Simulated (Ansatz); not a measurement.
Ansatz (a program for electronic structure) input (X2C-CCSD(T)/cc-pVTZ-DK):

Ansatz 0.2 input:
```yaml
crystal:
  periodic: [false, false, false]
  atoms:
    - {symbol: C, position_ang: [1.87169326, -0.70889043, 0.23151403]}
    - {symbol: Si, position_ang: [0.19261766, -0.28614541, -0.50253307]}
    - {symbol: C, position_ang: [-0.99977764, -1.72955890, -0.28978500]}
    - {symbol: Si, position_ang: [-0.61308227, 1.66822447, 0.49842432]}
    - {symbol: H, position_ang: [1.79254090, -0.88377442, 1.30650044]}
    - {symbol: H, position_ang: [2.27409689, -1.61468092, -0.22761189]}
    - {symbol: H, position_ang: [2.58806975, 0.09860692, 0.07346151]}
    - {symbol: H, position_ang: [0.34312289, 0.00107069, -1.95400178]}
    - {symbol: H, position_ang: [-1.97579521, -1.50362262, -0.72162912]}
    - {symbol: H, position_ang: [-0.60717693, -2.62187157, -0.78449064]}
    - {symbol: H, position_ang: [-1.14359388, -1.96234259, 0.76698092]}
    - {symbol: H, position_ang: [-0.70644908, 1.60286618, 1.98301156]}
    - {symbol: H, position_ang: [-1.90980452, 2.16533743, -0.03507289]}
basis:
  gaussian:
    orbitals: cc-pVTZ-DK
magnetization: {spin_polarized: true, initial_magnetization: 1}
correlation: {method: ccsd_t, electrons: outside_noble_gas}
```

End of the output:

```
coupled cluster: 20.23 GiB planned
cycle   1  -17.30389240 eV  change    -1.2e0 eV  update   9.0e-2
cycle   2  -17.81159805 eV  change   -5.1e-1 eV  update   2.9e-2
cycle   3  -17.86859192 eV  change   -5.7e-2 eV  update   1.1e-2
cycle   4  -17.86468594 eV  change    3.9e-3 eV  update   4.1e-3
cycle   5  -17.86402116 eV  change    6.6e-4 eV  update   1.7e-3
cycle   6  -17.86374569 eV  change    2.8e-4 eV  update   7.5e-4
cycle   7  -17.86388785 eV  change   -1.4e-4 eV  update   3.4e-4
cycle   8  -17.86403333 eV  change   -1.5e-4 eV  update   1.5e-4
cycle   9  -17.86402152 eV  change    1.2e-5 eV  update   7.1e-5
cycle  10  -17.86400716 eV  change    1.4e-5 eV  update   3.3e-5
cycle  11  -17.86401603 eV  change   -8.9e-6 eV  update   1.4e-5
perturbative correction -0.67166695 eV, -0.0246833050 hartree
Total energy: -17981.01019845 eV, -660.7899368266 hartree
Relativity: scalar
```

It need not be the lowest isomer of its formula.
